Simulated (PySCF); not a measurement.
## Radial density of Pd⁺ (palladium, charge +1)

M06-2X, [Kr] 4d9, 2D determinant. All numbers are calculated (PySCF 2.14, a scalar-relativistic core potential, in def2-TZVP with the def2 core potential (28 electrons) (6s4p3d1f, 40 functions)). This is the valence pseudo-density: the core potential removes the inner electrons and smooths the orbitals near the nucleus.

```
r (bohr)  4πr²ρ (e/bohr)  4πr²(ρα − ρβ)
  0.0339       1.051e-05         0.0000
  0.0569       4.876e-05         0.0000
  0.0958       0.0003732         0.0000
   0.161        0.004573         0.0003
   0.271         0.08153         0.0053
   0.456           1.980         0.0846
   0.767           14.52         0.5787
    1.29           11.73         0.7516
    2.17           2.247         0.2019
    3.65          0.1564         0.0071
    6.14        0.001168         0.0000
```

Energies and moments cover only the electrons outside the core potential.
